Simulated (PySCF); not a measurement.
# Computed structure and properties of LuH3(H2O)

System: LuH3(H2O) (singlet); start: displaced along the imaginary mode (C1). Method: PySCF 2.14.0, RKS PBE0, Lu def2-SVP with ECP28, H def2-SVP, O def2-SVP; non-relativistic Hamiltonian with scalar-relativistic core potentials where named; density fitting; no spin-orbit coupling.

Input of the relaxation:

```python
mol = gto.M(atom='''
Lu     0.11477    -0.12234     0.12524
H      1.12277     1.32799     1.00021
H     -0.94958    -1.30510     1.25836
H      0.76369    -0.80905    -1.61871
O     -1.17753     1.18882    -1.20603
H     -1.28190     2.16579    -1.10468
H     -0.88949     0.98930    -2.13436''',
    basis={'Lu': 'def2-SVP', 'H': 'def2-SVP', 'O': 'def2-SVP'},
    ecp={'Lu': 'def2-SVP'},
    charge=0, spin=0)
mf = dft.RKS(mol, xc='PBE0')
mf.grids.atom_grid = (50, 194)  # f atoms: unpruned, at least (60, 302)
mf = mf.density_fit()  # fitting sets: Lu def2-universal-JKFIT, H def2-universal-JKFIT, O def2-universal-JKFIT
mf.conv_tol = 1e-08; mf.max_cycle = 55
mf.kernel(dm0)  # dm0: converged density of the start geometry
# quasi-Newton relaxation in Cartesian coordinates to a largest gradient under 0.00045 Eh/bohr, steps kept in the point group
```

Run from Python with OMP_NUM_THREADS=2; the lines above give its settings. Where DIIS fails, smearing, a level shift and second-order steps follow.
It took 29 s on 2 threads of Arm Neoverse V2, on a shared host, from the converged density of the start.

Course of the relaxation:

```json
{"step": "0", "energy above end (eV)": "0.0244", "largest force component within the symmetry (eV/Å)": "0.998"}
{"step": "1", "energy above end (eV)": "0.0017", "largest force component within the symmetry (eV/Å)": "0.150"}
{"step": "2", "energy above end (eV)": "0.0005", "largest force component within the symmetry (eV/Å)": "0.048"}
{"step": "3", "energy above end (eV)": "0.0001", "largest force component within the symmetry (eV/Å)": "0.027"}
{"step": "4", "energy above end (eV)": "0.0000", "largest force component within the symmetry (eV/Å)": "0.012"}
{"step": "5", "energy above end (eV)": "0.0000", "largest force component within the symmetry (eV/Å)": "0.003"}
```

Relaxed geometry (C1):

```xyz
7

Lu    0.1132   -0.1204    0.1257
H     1.1180    1.3172    0.9899
H    -0.9495   -1.3074    1.2522
H     0.7684   -0.7898   -1.6057
O    -1.1738    1.1930   -1.2015
H    -1.2612    2.1530   -1.1255
H    -0.9123    0.9897   -2.1151
```

```
     contact      Å
  Lu1–H2 (H)  1.955
  Lu1–H3 (H)  1.951
  Lu1–H4 (H)  1.968
Lu1–O5 (H2O)  2.268
```

On the finer grid (75, 302):

The HOMO is -6.48 eV. The LUMO is -0.83 eV, the dipole about the centre of mass is 5.17 D and the set of Mulliken populations of Lu1 outside the core potential is s 4.76, p 12.67, d 11.01, f 14.02. The D3(BJ) dispersion energy (not in the energies) is -0.075 eV.

```json
{"atom": "Lu1", "Mulliken (e)": "0.55", "Löwdin (e)": "0.22", "spin (e)": "0.00"}
{"atom": "H2", "Mulliken (e)": "-0.25", "Löwdin (e)": "-0.18", "spin (e)": "0.00"}
{"atom": "H3", "Mulliken (e)": "-0.24", "Löwdin (e)": "-0.18", "spin (e)": "0.00"}
{"atom": "H4", "Mulliken (e)": "-0.27", "Löwdin (e)": "-0.19", "spin (e)": "0.00"}
{"atom": "O5", "Mulliken (e)": "-0.28", "Löwdin (e)": "0.06", "spin (e)": "0.00"}
{"atom": "H6", "Mulliken (e)": "0.24", "Löwdin (e)": "0.14", "spin (e)": "0.00"}
{"atom": "H7", "Mulliken (e)": "0.25", "Löwdin (e)": "0.14", "spin (e)": "0.00"}
```

On the grid (50, 194), as all that follows. Harmonic modes: a minimum within the noise of the softest modes; lowest 45 cm⁻¹ (negative: unstable), highest 3898 cm⁻¹, zero-point energy 1.046 eV.

Taking off one H (charge -1, singlet; the rest: singlet) in vacuum, both parts rigid, costs 9.47 eV; the small basis without counterpoise inflates it. Most of it is the attraction of opposite charges; other ways to part are cheaper, and one spin state was tried for the rest.

Rigid scan of H along the line from its metal:

distance to H2 (Å), energy (eV) and a bar:
```
     1.66      0.514 ######
     1.76      0.202 ##
     1.86      0.045 #
     1.96      0.000 
     2.06      0.036 
     2.16      0.129 #
     2.36      0.421 #####
     2.66      0.978 ###########
     3.06      1.744 ####################
     3.56      2.587 ##############################
```

Taking off one H2O (charge 0, singlet; the rest: singlet) in vacuum, both parts rigid, costs 1.50 eV; the small basis without counterpoise inflates it.

Rigid scan of H2O along the line from its metal:

```json
{"distance to O5 (Å)": "1.97", "energy (eV)": "0.490"}
{"distance to O5 (Å)": "2.07", "energy (eV)": "0.180"}
{"distance to O5 (Å)": "2.17", "energy (eV)": "0.037"}
{"distance to O5 (Å)": "2.27", "energy (eV)": "0.000"}
{"distance to O5 (Å)": "2.37", "energy (eV)": "0.027"}
{"distance to O5 (Å)": "2.47", "energy (eV)": "0.092"}
{"distance to O5 (Å)": "2.67", "energy (eV)": "0.273"}
{"distance to O5 (Å)": "2.97", "energy (eV)": "0.563"}
{"distance to O5 (Å)": "3.37", "energy (eV)": "0.870"}
{"distance to O5 (Å)": "3.87", "energy (eV)": "1.118"}
```

One start shape was tried, so this needn't be the lowest isomer.
